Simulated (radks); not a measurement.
The numbers below are computed, except where a source is named.
Excited configurations of Mg2+: one electron is placed in a higher orbital outside [He] 2s2 2p5. The ground configuration is [Ne]. Level of theory: Dirac Kohn-Sham, PBE, spin-unpolarised, spherical densities, finite nucleus; open shells fill j = l - 1/2 first; Fermi nuclear charge, rms radius 3.057 fm (a radial shooting solver on a logarithmic mesh with Libxc functionals). Excitation = E - E(ground); binding = E(ion) - E, where the ion is the core of charge +3; n* = 3/sqrt(2 binding) in atomic units, and the quantum defect is n - n*.

| outer orbital | excitation (eV) | binding (eV) | n* | quantum defect | eigenvalue (eV) | <r> (bohr) |
|---|---|---|---|---|---|---|
| 3p1/2 | 59.759 | 21.319 | 2.397 | 0.603 | -17.467 | 2.616 |
| 3d3/2 | 66.910 | 14.169 | 2.940 | 0.060 | -11.150 | 3.275 |
| 4p1/2 | 70.185 | 10.894 | 3.353 | 0.647 | -9.219 | 5.417 |
| 5s1/2 | 73.609 | 7.470 | 4.049 | 0.951 | -6.455 | 8.353 |
| 5f5/2 | 76.025 | 5.054 | 4.922 | 0.078 | -4.249 | 10.30 |
| 6d3/2 | 77.315 | 3.764 | 5.704 | 0.296 | -3.251 | 15.70 |
| 7p1/2 | 77.912 | 3.167 | 6.218 | 0.782 | -2.770 | 19.57 |
| 7d3/2 | 78.308 | 2.771 | 6.648 | 0.352 | -2.414 | 21.77 |

Estimate the row for 6s1/2.

Answer. excitation (eV) 76.193; binding (eV) 4.886; n* 5.006; quantum defect 0.994; eigenvalue (eV) -4.255; <r> (bohr) 12.82. The Delta-SCF ionisation energy is 81.079 eV (NIST Atomic Spectra Database: 80.144 eV, measured). Self-interaction in the functional shifts the binding energies and quantum defects, so they are the method's values and not measured ones. Spin polarisation and multiplet splitting are left out, so open shells lie too high by an amount that depends on their filling.

Beside tabulated values, note that spin-unpolarised runs miss the spin-polarisation part of the exchange energy of open shells.
